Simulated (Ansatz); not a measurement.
Ansatz (an electronic-structure program) job for C3H8N, SMILES CC(C)[NH], multiplicity 2, PBE0/def2-SVPD. Coordinates come from a ωB97X-D3(BJ)/def2-SVP optimisation. The isomer is the one that the SMILES or the coordinates give; other isomers of the formula were not compared. Other conformers were not sampled.

Ansatz 0.2 input:
```yaml
crystal:
  periodic: [false, false, false]
  atoms:
    - {symbol: C, position_ang: [-1.05684234, 0.80800626, 0.47047880]}
    - {symbol: C, position_ang: [-0.03834632, -0.00422991, -0.34813735]}
    - {symbol: C, position_ang: [1.40152029, 0.35535919, 0.01315640]}
    - {symbol: N, position_ang: [-0.25103774, -1.42350680, -0.18950549]}
    - {symbol: H, position_ang: [-0.88607136, 1.88797192, 0.34059832]}
    - {symbol: H, position_ang: [-0.95945251, 0.57150759, 1.54225036]}
    - {symbol: H, position_ang: [-2.09070619, 0.58472974, 0.16036843]}
    - {symbol: H, position_ang: [-0.20824014, 0.24335487, -1.42013818]}
    - {symbol: H, position_ang: [1.60720193, 1.42197678, -0.17016328]}
    - {symbol: H, position_ang: [1.58808384, 0.14153923, 1.07798787]}
    - {symbol: H, position_ang: [2.10612881, -0.24657180, -0.57999183]}
    - {symbol: H, position_ang: [-1.23767010, -1.59477409, -0.43736047]}
basis:
  gaussian:
    orbitals: def2-SVPD
hamiltonian:
  xc: {name: PBE0}
magnetization: {spin_polarized: true, initial_magnetization: 1}
```

Program output:

```
WARN ansatz: RAYON_NUM_THREADS=1 ignored (pool sized by the plan → 1); use --threads N
Functional definition: PBE0
integrals: 0.06 GiB planned
1194 factors; their error is unknown
mean field: 0.73 GiB planned
mean field evaluation 1: about -4714.6902 eV, gradient 3.6e1 eV
mean field evaluation 2: about -4712.8350 eV, gradient 4.0e1 eV
mean field evaluation 4: about -4721.1054 eV, gradient 1.4e0 eV
mean field evaluation 8: about -4721.1130 eV, gradient 5.7e-2 eV
mean field evaluation 16: about -4721.0763 eV, gradient 5.9e-4 eV
mean field -4721.07628019 eV, -173.4963532366 hartree, gradient 5.1e-5 eV, S^2 0.754391; 0 other end points of the search recorded, 0 dependent functions left out
reference -4721.07631362 eV, -173.4963544650 hartree; 17, 16 occupied and 127, 128 virtual orbitals, 1194 factors
Total energy: -4721.07631362 eV, -173.4963544650 hartree
```

The calculation finished and met its thresholds.
